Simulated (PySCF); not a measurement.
PySCF input file for Be(Br)(SeH) (BeBrHSe), SMILES [SeH][Be][Br], TDA-M06-2X/def2-SVPD. The structure is a stationary point at B3LYP-D3(BJ)/def2-TZVP. One conformer was computed; it need not be the lowest.

```python
import numpy as np
from pyscf import gto, scf, dft, tdscf

mol = gto.M(
    atom='''
    Be    0.00183412    0.03470962    0.00000000
    Br    0.00028564    1.99476950    0.00000000
    Se   -0.04260003   -1.99764175    0.00000000
    H     1.43106731   -2.03595129    0.00000000
    ''',
    basis='def2-SVPD',
    charge=0,
    spin=0,
    symmetry=True,
    max_memory=1600,
    verbose=4,
)
mf = dft.RKS(mol, xc='m06-2x').density_fit(auxbasis='def2-universal-jkfit')
mf.grids.level = 4
mf.conv_tol = 1e-9
mf.max_cycle = 100
mf.kernel()
mf.grids = dft.Grids(mol).set(level=2).build(with_non0tab=True)  # coarser grid for the response kernel
td = tdscf.TDA(mf)
td.singlet = True
td.nstates = 10
td.conv_tol = 1e-4
td.kernel(x0=td.get_init_guess(mf, 15))
td.analyze()
tt = tdscf.TDA(mf)
tt.singlet = False
tt.nstates = 4
tt.conv_tol = 1e-4
tt.kernel(x0=tt.get_init_guess(mf, 9))
tt.analyze(verbose=3)
```

Log of the run:

```
PySCF version 2.14.0

[INPUT] verbose = 4
[INPUT] num. atoms = 4
[INPUT] num. electrons = 74
[INPUT] charge = 0
[INPUT] spin (= nelec alpha-beta = 2S) = 0
[INPUT] symmetry True subgroup None
[INPUT] Mole.unit = angstrom
[INPUT] Symbol           X                Y                Z      unit          X                Y                Z       unit  Magmom
[INPUT]  1 Be     0.001834120000   0.034709620000   0.000000000000 AA    0.003465984480   0.065591675688   0.000000000000 Bohr   0.0
[INPUT]  2 Br     0.000285640000   1.994769500000   0.000000000000 AA    0.000539781370   3.769568036636   0.000000000000 Bohr   0.0
[INPUT]  3 Se    -0.042600030000  -1.997641750000   0.000000000000 AA   -0.080502389598  -3.774995802497   0.000000000000 Bohr   0.0
[INPUT]  4 H      1.431067310000  -2.035951290000   0.000000000000 AA    2.704325281718  -3.847390341055   0.000000000000 Bohr   0.0

nuclear repulsion = 248.296828771304
point group symmetry = Cs
symmetry origin: [4.34126272e-09 4.85199976e-09 0.00000000e+00]
symmetry axis x: [ 1.00000000e+00 -6.04557784e-10  0.00000000e+00]
symmetry axis y: [6.04557784e-10 1.00000000e+00 0.00000000e+00]
symmetry axis z: [0. 0. 1.]
num. orbitals of irrep A' = 71
num. orbitals of irrep A" = 31
number of shells = 40
number of NR pGTOs = 198
number of NR cGTOs = 102
basis = def2-SVPD
ecp = {}


[settings echo left out]
init E= -4988.87830094566
HOMO (A") = -0.310206307297216  LUMO (A') = -0.0433180416180181  gap/eV = 7.26240
cycle= 1 E= -4990.59404671663  delta_E= -1.72  |g|= 0.206  |ddm|= 2.78
HOMO (A") = -0.30842648498446  LUMO (A') = -0.0342093144276556  gap/eV = 7.46183
cycle= 2 E= -4990.60562560643  delta_E= -0.0116  |g|= 0.177  |ddm|= 0.721
HOMO (A") = -0.315260176352287  LUMO (A') = -0.0177661926919348  gap/eV = 8.09522
cycle= 3 E= -4990.6156874385  delta_E= -0.0101  |g|= 0.0258  |ddm|= 0.292
HOMO (A") = -0.315017608053888  LUMO (A') = -0.0179513604739387  gap/eV = 8.08358
cycle= 4 E= -4990.61586821603  delta_E= -0.000181  |g|= 0.00738  |ddm|= 0.0458
HOMO (A") = -0.314682629975731  LUMO (A') = -0.0179450563514392  gap/eV = 8.07464
cycle= 5 E= -4990.6158936955  delta_E= -2.55e-05  |g|= 0.0016  |ddm|= 0.0186
HOMO (A") = -0.31467809049735  LUMO (A') = -0.0181168024794083  gap/eV = 8.06984
cycle= 6 E= -4990.61589514979  delta_E= -1.45e-06  |g|= 0.000635  |ddm|= 0.00385
HOMO (A") = -0.314677982032061  LUMO (A') = -0.0180849590065848  gap/eV = 8.07071
cycle= 7 E= -4990.61589532958  delta_E= -1.8e-07  |g|= 0.000157  |ddm|= 0.00131
HOMO (A") = -0.314700625843764  LUMO (A') = -0.0180920702417859  gap/eV = 8.07113
cycle= 8 E= -4990.61589533897  delta_E= -9.39e-09  |g|= 4.39e-05  |ddm|= 0.000308
HOMO (A") = -0.314694069832164  LUMO (A') = -0.0180869769716274  gap/eV = 8.07109
cycle= 9 E= -4990.61589533981  delta_E= -8.35e-10  |g|= 9.05e-06  |ddm|= 8.96e-05
HOMO (A") = -0.314695227626756  LUMO (A') = -0.0180859974728045  gap/eV = 8.07115
Extra cycle  E= -4990.61589533984  delta_E= -2.91e-11  |g|= 6.49e-06  |ddm|= 2.33e-05
converged SCF energy = -4990.61589533984
tot grids = 42552


******** <class 'pyscf.tdscf.rks.TDA'> for <class 'pyscf.df.df_jk.DFSymAdaptedRKS'> ********
nstates = 10 singlet
deg_eia_thresh = 1.000e-03
wfnsym = None
conv_tol = 0.0001
eigh lindep = 1e-12
eigh level_shift = 0
eigh max_cycle = 100


Excitation energies (eV)
[4.92130696 5.70148894 6.21492123 6.3124273  6.65674216 6.92084043
 6.99367781 7.17343092 7.21689028 7.38255343]

** Singlet excitation energies and oscillator strengths **
Excited State   1:   A"      4.92131 eV    251.93 nm  f=0.0002
      37 -> 38       -0.68774
      37 -> 42       -0.11272
Excited State   2:   A"      5.70149 eV    217.46 nm  f=0.0445
      37 -> 39        0.64604
      37 -> 41        0.22514
      37 -> 43       -0.13753
Excited State   3:   A'      6.21492 eV    199.49 nm  f=0.1496
      34 -> 38        0.14273
      36 -> 38       -0.14183
      37 -> 40       -0.63184
      37 -> 44        0.13876
Excited State   4:   A"      6.31243 eV    196.41 nm  f=0.0043
      37 -> 38        0.11155
      37 -> 39       -0.18727
      37 -> 41        0.25562
      37 -> 42       -0.29284
      37 -> 43       -0.34838
      37 -> 45        0.34841
      37 -> 46        0.11076
      37 -> 48        0.11296
Excited State   5:   A"      6.65674 eV    186.25 nm  f=0.0000
      35 -> 38       -0.66213
      35 -> 39       -0.10963
      36 -> 40        0.11551
Excited State   6:   A'      6.92084 eV    179.15 nm  f=0.0193
      34 -> 38       -0.59109
      34 -> 39        0.17182
      36 -> 38        0.24446
      37 -> 40       -0.15840
Excited State   7:   A'      6.99368 eV    177.28 nm  f=0.0592
      34 -> 38        0.23761
      35 -> 40       -0.36027
      36 -> 38        0.52267
Excited State   8:   A"      7.17343 eV    172.84 nm  f=0.0354
      35 -> 39       -0.17527
      37 -> 39        0.11073
      37 -> 41       -0.53510
      37 -> 42       -0.13800
      37 -> 43       -0.35176
Excited State   9:   A"      7.21689 eV    171.80 nm  f=0.0004
      34 -> 40       -0.13432
      35 -> 38       -0.11874
      36 -> 40       -0.65831
      36 -> 44        0.12803
Excited State  10:   A"      7.38255 eV    167.94 nm  f=0.0128
      37 -> 42       -0.57530
      37 -> 43        0.31579
      37 -> 45       -0.14455
      37 -> 46        0.13337

** Transition electric dipole moments (AU) **
state          X           Y           Z        Dip. S.      Osc.
  1        -0.0000      0.0000      0.0356      0.0013      0.0002
  2         0.0000     -0.0000      0.5645      0.3186      0.0445
  3         0.0590     -0.9893     -0.0000      0.9822      0.1496
  4         0.0000      0.0000     -0.1658      0.0275      0.0043
  5        -0.0000     -0.0000     -0.0123      0.0002      0.0000
  6        -0.0034     -0.3369      0.0000      0.1135      0.0193
  7         0.0172     -0.5876      0.0000      0.3456      0.0592
  8        -0.0000      0.0000     -0.4486      0.2012      0.0354
  9         0.0000     -0.0000      0.0490      0.0024      0.0004
 10        -0.0000     -0.0000     -0.2664      0.0710      0.0128

** Transition velocity dipole moments (imaginary part, AU) **
state          X           Y           Z        Dip. S.      Osc.
  1        -0.0000      0.0000      0.0421      0.0018      0.0065
  2         0.0000     -0.0000      0.1257      0.0158      0.0503
  3         0.0085     -0.1317     -0.0000      0.0174      0.0509
  4         0.0000      0.0000     -0.0064      0.0000      0.0001
  5        -0.0000     -0.0000     -0.0026      0.0000      0.0000
  6         0.0386      0.0079      0.0000      0.0015      0.0041
  7        -0.0026     -0.0914      0.0000      0.0084      0.0217
  8        -0.0000      0.0000     -0.1299      0.0169      0.0427
  9         0.0000      0.0000      0.0043      0.0000      0.0000
 10        -0.0000     -0.0000     -0.0753      0.0057      0.0139

** Transition magnetic dipole moments (imaginary part, AU) **
state          X           Y           Z
  1         0.2426      0.3774      0.0000
  2         0.7654      0.1107     -0.0000
  3        -0.0000     -0.0000     -0.1992
  4        -0.1836      0.2197     -0.0000
  5         0.0405     -0.0031      0.0000
  6        -0.0000      0.0000      0.5373
  7         0.0000      0.0000     -0.0878
  8         0.2903      0.0480      0.0000
  9         0.1417     -0.0337     -0.0000
 10        -0.0746     -0.0428      0.0000


******** <class 'pyscf.tdscf.rks.TDA'> for <class 'pyscf.df.df_jk.DFSymAdaptedRKS'> ********
nstates = 4 triplet
deg_eia_thresh = 1.000e-03
wfnsym = None
conv_tol = 0.0001
eigh lindep = 1e-12
eigh level_shift = 0
eigh max_cycle = 100


Excitation energies (eV)
[4.73060924 5.32293253 5.45944112 6.05719634]

** Triplet excitation energies and oscillator strengths **
Excited State   1:   A"      4.73061 eV    262.09 nm  f=0.0000
Excited State   2:   A'      5.32293 eV    232.92 nm  f=0.0000
Excited State   3:   A"      5.45944 eV    227.10 nm  f=0.0000
Excited State   4:   A"      6.05720 eV    204.69 nm  f=0.0000
```

The calculation finished and met its thresholds.

Cost: about 3.0 core-minutes (a rough figure).
